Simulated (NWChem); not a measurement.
System: GeSi$_{2}$H$_{6}$, singlet; SMILES [SiH3][Ge][SiH3]

The following NWChem deck was run.

```
start job
memory heap 200 mb stack 900 mb global 1100 mb
geometry units angstroms noautosym nocenter noautoz
  Ge     0.901901    -0.013551    -0.552661
  Si    -0.746907    -1.713749     0.069133
  H     -0.472546    -3.067247    -0.508955
  H     -2.185665    -1.373386    -0.179494
  H     -0.549064    -1.803859     1.558768
  Si    -0.765330     1.710452    -0.059700
  H     -1.762225     1.388764     1.012917
  H     -1.510713     1.802120    -1.364294
  H     -0.179963     3.058601     0.225533
end
basis spherical
  * library pcsseg-1
end
dft
  xc slater vwn_5
  iterations 150
end
property
  shielding 5 1 2 3 4 5
  efieldgrad
end
task dft property
```

Output (shortened):

```
             Northwest Computational Chemistry Package (NWChem) 7.3.0
             --------------------------------------------------------

                             Geometry "geometry" -> ""
                             -------------------------

 Output coordinates in angstroms (scale by  1.889725989 to convert to a.u.)

  No.       Tag          Charge          X              Y              Z
 ---- ---------------- ---------- -------------- -------------- --------------
    1 Ge                  32.0000     0.90190100    -0.01355100    -0.55266100
    2 Si                  14.0000    -0.74690700    -1.71374900     0.06913300
    3 H                    1.0000    -0.47254600    -3.06724700    -0.50895500
    4 H                    1.0000    -2.18566500    -1.37338600    -0.17949400
    5 H                    1.0000    -0.54906400    -1.80385900     1.55876800
    6 Si                  14.0000    -0.76533000     1.71045200    -0.05970000
    7 H                    1.0000    -1.76222500     1.38876400     1.01291700
    8 H                    1.0000    -1.51071300     1.80212000    -1.36429400
    9 H                    1.0000    -0.17996300     3.05860100     0.22553300

 Effective nuclear repulsion energy (a.u.)     298.1383399238

                              NWChem Property Module
                              ----------------------

  itol2e modified to match energy
  convergence criterion.

                                 NWChem DFT Module
                                 -----------------

 Summary of "ao basis" -> "ao basis" (spherical)
 ------------------------------------------------------------------------------
       Tag                 Description            Shells   Functions and Types
 ---------------- ------------------------------  ------  ---------------------
 Ge                         pcsseg-1                15       41   5s7p3d
 Si                         pcsseg-1                10       24   4s5p1d
 H                          pcsseg-1                 3        5   2s1p

  itol2e modified to match energy
  convergence criterion.

            General Information
            -------------------
          SCF calculation type: DFT
          Wavefunction type:  closed shell.
          No. of atoms     :     9
          No. of electrons :    66
           Alpha electrons :    33
            Beta electrons :    33
          Charge           :     0
          Spin multiplicity:     1
          Use of symmetry is: off; symmetry adaption is: off
          Maximum number of iterations: 150
          AO basis - number of functions:   119
                     number of shells:    53
          Convergence on energy requested:  1.00D-07
          Convergence on density requested:  1.00D-05
          Convergence on gradient requested:  5.00D-04

              XC Information
              --------------
                        Slater Exchange Functional  1.000 local
                      VWN V Correlation Functional  1.000 local

             Grid Information
             ----------------
          Grid used for XC integration:  fine
          Radial quadrature: Mura-Knowles
          Angular quadrature: Lebedev.
          Tag              B.-S. Rad. Rad. Pts. Rad. Cut. Ang. Pts.
          ---              ---------- --------- --------- ---------
          Ge                  1.25      140          11.0       974
          Si                  1.10      123          13.0       770
          H                   0.35       60          14.0       590
          Grid pruning is: on
          Number of quadrature shells:   746
          Spatial weights used:  Erf1

      Superposition of Atomic Density Guess
      -------------------------------------

 Sum of atomic energies:       -2655.67707504

      Non-variational initial energy
      ------------------------------

 Total energy =   -2656.395410
 1-e energy   =   -4294.100093
 2-e energy   =    1339.566343
 HOMO         =      -0.213782
 LUMO         =      -0.099926

   convergence    iter        energy       DeltaE   RMS-Dens  Diis-err
 ---------------- ----- ----------------- --------- --------- ---------
 d= 0,ls=0.0,diis     1  -2653.7562550299 -2.95D+03  1.04D-02  3.55D+00
 d= 0,ls=0.0,diis     2  -2653.7905168401 -3.43D-02  1.14D-02  2.00D-01
 d= 0,ls=0.0,diis     3  -2653.7850931684  5.42D-03  8.14D-03  1.53D-01
 d= 0,ls=0.0,diis     4  -2653.8183815095 -3.33D-02  1.63D-03  2.12D-02
 d= 0,ls=0.0,diis     5  -2653.8210973114 -2.72D-03  2.27D-04  2.66D-04
  Resetting Diis
 d= 0,ls=0.0,diis     6  -2653.8211276991 -3.04D-05  6.00D-05  2.24D-05
 d= 0,ls=0.0,diis     7  -2653.8211307569 -3.06D-06  4.06D-05  2.07D-06
 d= 0,ls=0.0,diis     8  -2653.8211301325  6.24D-07  2.69D-05  5.03D-06
 d= 0,ls=0.0,diis     9  -2653.8211311766 -1.04D-06  3.38D-06  1.27D-07
 d= 0,ls=0.0,diis    10  -2653.8211311876 -1.11D-08  4.13D-07  1.99D-09

         Total DFT energy =    -2653.821131187648
      One electron energy =    -4295.391799339286
           Coulomb energy =     1460.854386597228
    Exchange-Corr. energy =     -117.422058369360
 Nuclear repulsion energy =      298.138339923770

 Numeric. integr. density =       66.000004212358

                       DFT Final Molecular Orbital Analysis
                       ------------------------------------

 Vector   31  Occ=2.000000D+00  E=-3.054162D-01
              MO Center= -9.7D-01,  3.0D-03,  7.5D-02, r^2= 6.5D+00
   Bfn.  Coefficient  Atom+Function         Bfn.  Coefficient  Atom+Function
  ----- ------------  ---------------      ----- ------------  ---------------
    71     -0.233038  4 H  s                105      0.232847  7 H  s
    66      0.221621  3 H  s                115     -0.222132  9 H  s
    94     -0.199783  6 Si px                55      0.190130  2 Si px
    56     -0.136807  2 Si py                95     -0.134302  6 Si py
    67      0.130483  3 H  s                 72     -0.130910  4 H  s

 Vector   32  Occ=2.000000D+00  E=-2.417143D-01
              MO Center=  2.3D-02, -7.1D-03, -2.6D-01, r^2= 4.7D+00
   Bfn.  Coefficient  Atom+Function         Bfn.  Coefficient  Atom+Function
  ----- ------------  ---------------      ----- ------------  ---------------
    25      0.328927  1 Ge py                22      0.303538  1 Ge py
    95     -0.200901  6 Si py                56     -0.198818  2 Si py
    94      0.157595  6 Si px                66      0.148878  3 H  s
   115     -0.149091  9 H  s                 98     -0.134692  6 Si py
    59     -0.133395  2 Si py                55     -0.132031  2 Si px

 Vector   33  Occ=2.000000D+00  E=-2.161842D-01
              MO Center=  4.4D-01, -1.0D-02, -4.0D-01, r^2= 4.3D+00
   Bfn.  Coefficient  Atom+Function         Bfn.  Coefficient  Atom+Function
  ----- ------------  ---------------      ----- ------------  ---------------
    24      0.379984  1 Ge px                 4      0.295988  1 Ge s
    21      0.296989  1 Ge px                 5      0.286952  1 Ge s
     3     -0.225470  1 Ge s                 94     -0.157970  6 Si px
    55     -0.135869  2 Si px                72      0.129579  4 H  s
   106      0.129402  7 H  s                 26     -0.127602  1 Ge pz

 Vector   34  Occ=0.000000D+00  E=-1.657721D-01
              MO Center=  6.3D-01, -1.1D-02, -4.6D-01, r^2= 3.4D+00
   Bfn.  Coefficient  Atom+Function         Bfn.  Coefficient  Atom+Function
  ----- ------------  ---------------      ----- ------------  ---------------
    26      0.626428  1 Ge pz                23      0.394676  1 Ge pz
    24      0.210044  1 Ge px                77     -0.145874  5 H  s
   111      0.145984  8 H  s                 17     -0.144237  1 Ge pz
    21      0.132366  1 Ge px                76     -0.118245  5 H  s
   110      0.118194  8 H  s                106     -0.115184  7 H  s

 Vector   35  Occ=0.000000D+00  E=-2.789714D-02
              MO Center= -1.8D-02, -2.5D-02, -2.5D-01, r^2= 6.4D+00
   Bfn.  Coefficient  Atom+Function         Bfn.  Coefficient  Atom+Function
  ----- ------------  ---------------      ----- ------------  ---------------
    25      0.966822  1 Ge py                45      0.810924  2 Si s
    84     -0.797808  6 Si s                 59      0.626552  2 Si py
    98      0.615964  6 Si py                72     -0.495446  4 H  s
   106      0.495976  7 H  s                 60     -0.293406  2 Si pz
    44      0.285154  2 Si s                 83     -0.283914  6 Si s

 Vector   36  Occ=0.000000D+00  E=-2.675657D-02
              MO Center= -2.5D-01,  8.2D-03, -1.6D-01, r^2= 7.4D+00
   Bfn.  Coefficient  Atom+Function         Bfn.  Coefficient  Atom+Function
  ----- ------------  ---------------      ----- ------------  ---------------
     5      1.230176  1 Ge s                 24     -0.943708  1 Ge px
    97     -0.845567  6 Si px                58     -0.688240  2 Si px
    84     -0.603055  6 Si s                 45     -0.581096  2 Si s
    60      0.492419  2 Si pz                98      0.379997  6 Si py
    59     -0.351637  2 Si py                26      0.318795  1 Ge pz

     Multipole analysis of the density
     ---------------------------------

     L   x y z        total         alpha         beta         nuclear
     -   - - -        -----         -----         ----         -------
     0   0 0 0     -0.000000    -33.000000    -33.000000     66.000000

     1   1 0 0      0.097556     -0.923805     -0.923805      1.945167
     1   0 1 0     -0.000854      0.448191      0.448191     -0.897236
     1   0 0 1     -0.033272     15.865202     15.865202    -31.763677

     2   2 0 0    -38.452162   -113.434318   -113.434318    188.416474
     2   1 1 0      0.032129      1.938021      1.938021     -3.843913
     2   1 0 1      1.165973     29.189104     29.189104    -57.212235
     2   0 2 0    -38.638347   -217.801539   -217.801539    396.964731
     2   0 1 1      0.092103      7.571914      7.571914    -15.051724
     2   0 0 2    -35.224517    -45.377064    -45.377064     55.529612

          -----------------------
          Electric field gradient
          -----------------------

 1 a.u. = 0.324123 10**(16) esu/cm**3  ( or statvolts/cm**2 ) = 0.97174 10**(22) v/m**2

 ------------------------------------------------------------
   Atom      X         Y         Z
 ------------------------------------------------------------
    1 Ge   1.70435  -0.02561  -1.04438
 ------------------------------------------------------------

 Electric field gradient in molecular frame (a.u.)
         XX             YY             ZZ             XY             XZ             YZ
 ------------------------------------------------------------------------------------------
        2.351699       2.273164      -4.624863       0.091465      -2.638632       0.296510

 Principal components (a.u.) and orientation
 of principal axis w.r.t. absolute frame                      Asymmetry parameter eta
 --------------------------------------------------------------------------------------
       -5.522766       3.237320       2.285446                       0.172354

        0.317888       0.947912       0.020243
       -0.039759      -0.008004       0.999177
        0.947294      -0.318431       0.035144

[...]

          -----------------------------------------
          Chemical Shielding Tensors (GIAO, in ppm)
          -----------------------------------------

                                NWChem CPHF Module
                                ------------------

  scftype          =     RHF
  nclosed          =       33
  nopen            =        0
  variables        =     2838
  # of vectors     =        3
  tolerance        = 0.10D-03
  level shift      = 0.00D+00
  max iterations   =       50
  max subspace     =       30

 SCF residual:    5.1858733402877837E-006

Iterative solution of linear equations
  No. of variables     2838
  No. of equations        3
  Maximum subspace       30
        Iterations       50
       Convergence  1.0D-04

   iter   nsub   residual    time
   ----  ------  --------  ---------
     1      3    1.58D-05      57.3

      Atom:    1  Ge
        Diamagnetic
   2754.1999     -0.1583     -0.9497
     -0.1583   2755.8501     -0.4950
     -0.9497     -0.4950   2751.7099

        Paramagnetic
  -4773.9292   -110.0972   1356.9793
   -110.0972  -8378.1660   -258.0213
   1356.9793   -258.0213  -1183.1413

        Total Shielding Tensor
  -2019.7293   -110.2556   1356.0296
   -110.2556  -5622.3159   -258.5163
   1356.0296   -258.5163   1568.5686

           isotropic =   -2024.4922
          anisotropy =   -5412.3500

          Principal Components and Axis System
                 1           2           3
            -5632.7255  -2474.3752   2033.6241

      1         0.0183      0.9479      0.3179
      2         0.9993     -0.0071     -0.0366
      3         0.0324     -0.3184      0.9474

      Atom:    2  Si
        Diamagnetic
    881.7260      3.3841     -1.2881
      3.3841    884.6394     -1.6366
     -1.2881     -1.6366    879.6658

        Paramagnetic
   -516.2022     61.1663     -6.4221
     61.1663   -507.8431    -21.5834
     -6.4221    -21.5834   -512.7431

        Total Shielding Tensor
    365.5238     64.5504     -7.7101
     64.5504    376.7963    -23.2200
     -7.7101    -23.2200    366.9227

           isotropic =     369.7476
          anisotropy =     109.2898

          Principal Components and Axis System
                 1           2           3
              442.6075    361.9831    304.6523

      1         0.6319      0.3175      0.7070
      2         0.7205      0.0953     -0.6868
      3        -0.2854      0.9435     -0.1686

      Atom:    3  H
        Diamagnetic
     22.8428     -0.4827     -0.8386
     -0.4827     36.4369      4.2797
     -0.8386      4.2797     23.7283

        Paramagnetic
      1.7127     -0.7498      0.0733
     -0.7498     -9.4906     -2.0730
      0.0733     -2.0730     -0.2719

        Total Shielding Tensor
     24.5555     -1.2325     -0.7653
     -1.2325     26.9463      2.2068
     -0.7653      2.2068     23.4564

           isotropic =      24.9861
          anisotropy =       5.3277

          Principal Components and Axis System
                 1           2           3
               28.5379     24.0450     22.3753

      1        -0.3409      0.9364      0.0835
      2         0.8425      0.3437     -0.4149
      3         0.4172      0.0711      0.9060

      Atom:    4  H
        Diamagnetic
     36.4599      0.1395      1.4412
      0.1395     24.6594     -0.6170
      1.4412     -0.6170     21.0491

        Paramagnetic
     -8.1695     -0.9376     -0.2174
     -0.9376      0.6391      1.0718
     -0.2174      1.0718      1.7852

        Total Shielding Tensor
     28.2904     -0.7981      1.2238
     -0.7981     25.2985      0.4549
      1.2238      0.4549     22.8343

           isotropic =      25.4744
          anisotropy =       4.8282

          Principal Components and Axis System
                 1           2           3
               28.6932     25.2921     22.4379

      1         0.9618      0.1514     -0.2279
      2        -0.2013      0.9557     -0.2146
      3         0.1853      0.2523      0.9497

      Atom:    5  H
        Diamagnetic
     22.4127      1.1820     -0.0518
      1.1820     24.3532     -3.4734
     -0.0518     -3.4734     35.8306

        Paramagnetic
      1.5283     -3.1586      0.2386
     -3.1586      0.9594      3.1579
      0.2386      3.1579     -5.7746

        Total Shielding Tensor
     23.9410     -1.9765      0.1868
     -1.9765     25.3126     -0.3155
      0.1868     -0.3155     30.0560

           isotropic =      26.4365
          anisotropy =       5.4887

          Principal Components and Axis System
                 1           2           3
               30.0957     26.6794     22.5345

      1         0.0591     -0.5770      0.8146
      2        -0.0900      0.8096      0.5800
      3         0.9942      0.1076      0.0041
```

Level: LDA (Slater exchange, VWN5)/pcSseg-1, GIAO. Low-valent species are run as closed-shell singlets; no triplet was tried in these runs. All runs use the structure optimised with PBE0/def2-SVP. NWChem prints the field gradient with the sign opposite to the second derivative of the potential. The printed shielding anisotropy is the first printed principal value minus the mean of the other two.
